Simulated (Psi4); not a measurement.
A run for Psi4: SAPT0/jun-cc-pV(D+d)Z on C2H8O2 (a complex).

```
memory 2025 MB

molecule dimer {
0 1
C     0.67965386    0.15442824   -0.06062472
O    -0.51370295    0.21170296    0.72398516
H     1.01781459   -0.87471143   -0.20691514
H     1.44326810    0.69474244    0.49463225
H     0.53995054    0.63631019   -1.03192095
H    -1.21288817   -0.27053569    0.27076375
--
0 1
C     0.48912378    0.17789986    4.15912212
O     0.38792897   -0.85802879    3.20127397
H     1.08770329    1.02339449    3.79746460
H     0.98302131   -0.23517017    5.03906794
H    -0.49285083    0.55859663    4.46533988
H    -0.03730701   -0.49995815    2.40551307
units angstrom
symmetry c1
no_reorient
no_com
}

set {
  basis jun-cc-pV(D+d)Z
  scf_type df
  freeze_core true
}

energy('sapt0')
```

The log:

```
[...]
==> Input File <==

--------------------------------------------------------------------------
memory 2025 MB

molecule dimer {
0 1
C     0.67965386    0.15442824   -0.06062472
O    -0.51370295    0.21170296    0.72398516
H     1.01781459   -0.87471143   -0.20691514
H     1.44326810    0.69474244    0.49463225
H     0.53995054    0.63631019   -1.03192095
H    -1.21288817   -0.27053569    0.27076375
--
0 1
C     0.48912378    0.17789986    4.15912212
O     0.38792897   -0.85802879    3.20127397
H     1.08770329    1.02339449    3.79746460
H     0.98302131   -0.23517017    5.03906794
H    -0.49285083    0.55859663    4.46533988
H    -0.03730701   -0.49995815    2.40551307
units angstrom
symmetry c1
no_reorient
no_com
}

set {
  basis jun-cc-pV(D+d)Z
  scf_type df
  freeze_core true
}

energy('sapt0')
--------------------------------------------------------------------------


   => Loading Basis Set <=

    Name: JUN-CC-PV(D+D)Z
    Role: ORBITAL
    Keyword: BASIS
    atoms 1, 7      entry C          line   188 file jun-cc-pv_dpd_z.gbs
    atoms 2, 8      entry O          line   256 file jun-cc-pv_dpd_z.gbs
    atoms 3-6, 9-12 entry H          line    60 file jun-cc-pv_dpd_z.gbs

   => Loading Basis Set <=

    Name: JUN-CC-PV(D+D)Z
    Role: ORBITAL
    Keyword: BASIS
    atoms 1, 7      entry C          line   188 file jun-cc-pv_dpd_z.gbs
    atoms 2, 8      entry O          line   256 file jun-cc-pv_dpd_z.gbs
    atoms 3-6, 9-12 entry H          line    60 file jun-cc-pv_dpd_z.gbs


  //>>>>>>>>>>>>>>>>>>>>>>>>>>>>>>>>>>>//
  //              Dimer HF             //
  //<<<<<<<<<<<<<<<<<<<<<<<<<<<<<<<<<<<//

   => Libint2 <=

    Primary   basis highest AM E, G, H:  7, 6, 3
    Auxiliary basis highest AM E, G, H:  7, 7, 4
    Onebody   basis highest AM E, G, H:  -, -, -
    Solid Harmonics ordering:            Gaussian


   => Loading Basis Set <=

    Name: JUN-CC-PV(D+D)Z
    Role: ORBITAL
    Keyword: BASIS
    atoms 1, 7      entry C          line   188 file jun-cc-pv_dpd_z.gbs
    atoms 2, 8      entry O          line   256 file jun-cc-pv_dpd_z.gbs
    atoms 3-6, 9-12 entry H          line    60 file jun-cc-pv_dpd_z.gbs


         ---------------------------------------------------------
                                   SCF
               by Justin Turney, Rob Parrish, Andy Simmonett
                          and Daniel G. A. Smith
                              RHF Reference
                        1 Threads,   1931 MiB Core
         ---------------------------------------------------------

  ==> Geometry <==

    Molecular point group: c1
    Full point group: C1

    Geometry (in Angstrom), charge = 0, multiplicity = 1:

       Center              X                  Y                   Z               Mass
    ------------   -----------------  -----------------  -----------------  -----------------
         C            0.679653860000     0.154428240000    -0.060624720000    12.000000000000
         O           -0.513702950000     0.211702960000     0.723985160000    15.994914619570
         H            1.017814590000    -0.874711430000    -0.206915140000     1.007825032230
         H            1.443268100000     0.694742440000     0.494632250000     1.007825032230
         H            0.539950540000     0.636310190000    -1.031920950000     1.007825032230
         H           -1.212888170000    -0.270535690000     0.270763750000     1.007825032230
         C            0.489123780000     0.177899860000     4.159122120000    12.000000000000
         O            0.387928970000    -0.858028790000     3.201273970000    15.994914619570
         H            1.087703290000     1.023394490000     3.797464600000     1.007825032230
         H            0.983021310000    -0.235170170000     5.039067940000     1.007825032230
         H           -0.492850830000     0.558596630000     4.465339880000     1.007825032230
         H           -0.037307010000    -0.499958150000     2.405513070000     1.007825032230

  Running in c1 symmetry.

  Rotational constants: A =      0.51953  B =      0.03598  C =      0.03573 [cm^-1]
  Rotational constants: A =  15574.96963  B =   1078.67864  C =   1071.25597 [MHz]
  Nuclear repulsion =  129.844488804118470

  Charge       = 0
  Multiplicity = 1
  Electrons    = 36
  Nalpha       = 18
  Nbeta        = 18

  ==> Algorithm <==

  SCF Algorithm Type is DF.
  DIIS enabled.
  MOM disabled.
  Fractional occupation disabled.
  Guess Type is SAD.
  Energy threshold   = 1.00e-08
  Density threshold  = 1.00e-08
  Integral threshold = 1.00e-12

  ==> Primary Basis <==

  Basis Set: JUN-CC-PV(D+D)Z
    Blend: JUN-CC-PV(D+D)Z
    Number of shells: 56
    Number of basis functions: 112
    Number of Cartesian functions: 116
    Spherical Harmonics?: true
    Max angular momentum: 2

   => Loading Basis Set <=

    Name: (JUN-CC-PV(D+D)Z AUX)
    Role: JKFIT
    Keyword: DF_BASIS_SCF
    atoms 1, 7      entry C          line   146 file jun-cc-pvdz-jkfit.gbs
    atoms 2, 8  
[...]
 [     9 ]
    NA   [     9 ]
    NB   [     9 ]

  @DF-RHF Final Energy:  -115.05693046286015

   => Energetics <=

    Nuclear Repulsion Energy =             40.3061513424526296
    One-Electron Energy =                -236.7331622927012518
    Two-Electron Energy =                  81.3700804873884636
    Total Energy =                       -115.0569304628601515

Computation Completed


Properties will be evaluated at   0.000000,   0.000000,   0.000000 [a0]

Properties computed using the SCF density matrix


 Multipole Moments:

 ------------------------------------------------------------------------------------
     Multipole            Electronic (a.u.)      Nuclear  (a.u.)        Total (a.u.)
 ------------------------------------------------------------------------------------

 L = 1.  Multiply by 2.5417464519 to convert [e a0] to [Debye]
 Dipole X            :        -14.5573632           14.3217452           -0.2356179
 Dipole Y            :         10.0812186           -9.3540845            0.7271341
 Dipole Z            :       -125.3141952          125.2365155           -0.0776797
 Magnitude           :                                                    0.7682929

 ------------------------------------------------------------------------------------

  Constructing Basis Sets for SAPT...

   => Loading Basis Set <=

    Name: (JUN-CC-PV(D+D)Z AUX)
    Role: RIFIT
    Keyword: DF_BASIS_SAPT
    atoms 1, 7      entry C          line   100 file jun-cc-pvdz-ri.gbs
    atoms 2, 8      entry O          line   188 file jun-cc-pvdz-ri.gbs
    atoms 3-6, 9-12 entry H          line    30 file jun-cc-pvdz-ri.gbs

   => Loading Basis Set <=

    Name: (JUN-CC-PV(D+D)Z AUX)
    Role: JKFIT
    Keyword: DF_BASIS_ELST
    atoms 1, 7      entry C          line   146 file jun-cc-pvdz-jkfit.gbs
    atoms 2, 8      entry O          line   258 file jun-cc-pvdz-jkfit.gbs
    atoms 3-6, 9-12 entry H          line    70 file jun-cc-pvdz-jkfit.gbs


  //>>>>>>>>>>>>>>>>>>>>>>>>>>>>>>>>>>>//
  //               SAPT0               //
  //<<<<<<<<<<<<<<<<<<<<<<<<<<<<<<<<<<<//



        SAPT0
    Ed Hohenstein
     6 June 2009

      Orbital Information
  --------------------------
    NSO        =       112
    NMO        =       112
    NRI        =       372
    NRI (Elst) =       500
    NOCC A     =         9
    NOCC B     =         9
    FOCC A     =         2
    FOCC B     =         2
    NVIR A     =       103
    NVIR B     =       103

    Elst10,r            =    -0.016006894031 [Eh]
    Exch10              =     0.014796727838 [Eh]
    Exch10 (S^2)        =     0.014664738486 [Eh]

    Maxiter = 50
    CPHF R converge = 1.000000E-08

    Iter     Energy [mEh]          dE [mEh]         Residual      Time [s]
       1      -3.07572226       3.075722260     1.102166e-02             0
       2      -3.95783301       0.882110754     4.243770e-03             0
       3      -4.03121651       0.073383492     1.220808e-03             0
       4      -4.01102558      -0.020190928     2.969064e-04             0
       5      -4.00742784      -0.003597733     5.926515e-05             0
       6      -4.00871418       0.001286335     1.043867e-05             0
       7      -4.00859667      -0.000117506     2.824659e-06             0
       8      -4.00858994      -0.000006729     7.756390e-07             0
       9      -4.00859572       0.000005775     1.560038e-07             0
      10      -4.00859564      -0.000000078     3.408270e-08             0
      11      -4.00859547      -0.000000172     7.803992e-09             0

    CHF Iterations converged

    Maxiter = 50
    CPHF R converge = 1.000000E-08

    Iter     Energy [mEh]          dE [mEh]         Residual      Time [s]
       1      -2.05201186       2.052011858     6.292122e-03             0
       2      -2.36870280       0.316690940     1.484225e-03             0
       3      -2.38373407       0.015031273     4.953353e-04             0
       4      -2.37964293      -0.004091140     1.950882e-04             0
       5      -2.37688915      -0.002753777     3.997653e-05             0
       6      -2.37775493       0.000865772     8.086579e-06             0
       7      -2.37768367      -0.000071254     2.915678e-06             0
       8      -2.37766235      -0.000021320     7.933676e-07             0
       9      -2.37767095       0.000008597     1.315855e-07             0
      10      -2.37767011      -0.000000833     2.547787e-08             0
      11      -2.37767017       0.000000052     5.493407e-09             0

    CHF Iterations converged

    Ind20,r (A<-B)      =    -0.004008595470 [Eh]
    Ind20,r (B<-A)      =    -0.002377670167 [Eh]
    Ind20,r             =    -0.006386265636 [Eh]
    Exch-Ind20,r (A<-B) =     0.002044444529 [Eh]
    Exch-Ind20,r (B<-A) =     0.001729171049 [Eh]
    Exch-Ind20,r        =     0.003773615578 [Eh]
    Disp20              =    -0.004367457975 [Eh]
    Disp20 (SS)         =    -0.002183728988 [Eh]
    Disp20 (OS)         =    -0.002183728988 [Eh]
    Exch-Disp20         =     0.000842559806 [Eh]
    Exch-Disp20 (SS)    =     0.000479386532 [Eh]
    Exch-Disp20 (OS)    =     0.000363173273 [Eh]

    SAPT Results
  --------------------------------------------------------------------------------------------------------
    Electrostatics                -16.00689403 [mEh]     -10.04447765 [kcal/mol]     -42.02609449 [kJ/mol]
      Elst10,r                    -16.00689403 [mEh]     -10.04447765 [kcal/mol]     -42.02609449 [kJ/mol]

    Exchange                       14.79672784 [mEh]       9.28508690 [kcal/mol]      38.84880359 [kJ/mol]
      Exch10                       14.79672784 [mEh]       9.28508690 [kcal/mol]      38.84880359 [kJ/mol]
      Exch10(S^2)                  14.66473849 [mEh]       9.20226233 [kcal/mol]      38.50226559 [kJ/mol]

    Induction                      -4.54610131 [mEh]      -2.85272164 [kcal/mol]     -11.93578734 [kJ/mol]
      Ind20,r                      -6.38626564 [mEh]      -4.00744219 [kcal/mol]     -16.76713812 [kJ/mol]
      Exch-Ind20,r                  3.77361558 [mEh]       2.36797953 [kcal/mol]       9.90762633 [kJ/mol]
      delta HF,r (2)               -1.93345125 [mEh]      -1.21325898 [kcal/mol]      -5.07627555 [kJ/mol]

    Dispersion                     -3.52489817 [mEh]      -2.21190700 [kcal/mol]      -9.25461887 [kJ/mol]
      Disp20                       -4.36745798 [mEh]      -2.74062126 [kcal/mol]     -11.46675933 [kJ/mol]
      Exch-Disp20                   0.84255981 [mEh]       0.52871426 [kcal/mol]       2.21214047 [kJ/mol]
      Disp20 (SS)                  -2.18372899 [mEh]      -1.37031063 [kcal/mol]      -5.73337967 [kJ/mol]
      Disp20 (OS)                  -2.18372899 [mEh]      -1.37031063 [kcal/mol]      -5.73337967 [kJ/mol]
      Exch-Disp20 (SS)              0.47938653 [mEh]       0.30081959 [kcal/mol]       1.25862917 [kJ/mol]
      Exch-Disp20 (OS)              0.36317327 [mEh]       0.22789467 [kcal/mol]       0.95351130 [kJ/mol]

  Total HF                         -5.75626750 [mEh]      -3.61211239 [kcal/mol]     -15.11307824 [kJ/mol]
  Total SAPT0                      -9.28116567 [mEh]      -5.82401939 [kcal/mol]     -24.36769711 [kJ/mol]

  Special recipe for scaled SAPT0 (see Manual):
    Electrostatics sSAPT0         -16.00689403 [mEh]     -10.04447765 [kcal/mol]     -42.02609449 [kJ/mol]
    Exchange sSAPT0                14.79672784 [mEh]       9.28508690 [kcal/mol]      38.84880359 [kJ/mol]
    Induction sSAPT0               -4.44328868 [mEh]      -2.78820574 [kcal/mol]     -11.66585281 [kJ/mol]
    Dispersion sSAPT0              -3.50194252 [mEh]      -2.19750211 [kcal/mol]      -9.19434882 [kJ/mol]
  Total sSAPT0                     -9.15539739 [mEh]      -5.74509860 [kcal/mol]     -24.03749254 [kJ/mol]
  --------------------------------------------------------------------------------------------------------



*** Psi4 exiting successfully. Buy a developer a beer!
```

The run finished.

Cost: about 13 core-seconds (a rough figure).
